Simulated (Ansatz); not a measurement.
Compare A (`FC1=CC(F)(F)C1F`) with its isomer B (`FC1=C(F)C(F)(F)C1`).

Gas-phase electronic energies from Ansatz, PBE0-D4/def2-TZVP geometries. CBS: MP2 limit from def2 TZ/QZ plus the TZ coupled-cluster correction, frozen cores. Functionals use def2-TZVPP. B3LYP here is the variant with VWN-RPA as its local correlation; programs differ in this.

(1) Which isomer does CCSD(T)/CBS put lower? Give the gap. (Estimate.)

(2) Give E(B) − E(A) in kJ/mol with LDA (SPW92), CCSD(T)/def2-SVP, B3LYP-D4, PBE-D4, CCSD(T)/def2-TZVPP, BLYP-D4, MP2/def2-TZVPP. (Estimate.)

(3) Does the order hold for the free energy at 298.15 K (harmonic terms from PBE0-D4)? (Estimate.)

Largest T1 diagnostic: 0.012.

Answers

(1) Ansatz gave: A, by 10.9 kJ/mol.

(2) The calculation gave: LDA (SPW92) 2.0, CCSD(T)/def2-SVP 8.3, B3LYP-D4 9.0, PBE-D4 3.8, CCSD(T)/def2-TZVPP 9.8, BLYP-D4 8.2, MP2/def2-TZVPP 9.6. None reverses the order clearly.

(3) Ansatz gave: Yes: G(B) − G(A) = +11.4 kJ/mol.

From BLYP to BHLYP (50 % exact exchange), in def2-TZVPP and without D4, E(B) − E(A) moves by +3.5 kJ/mol. In def2-TZVPP, CCSD(T) changes the Hartree–Fock value by −4.8 kJ/mol (the triples alone add −0.5 kJ/mol) and MP2 by −5.0 kJ/mol.
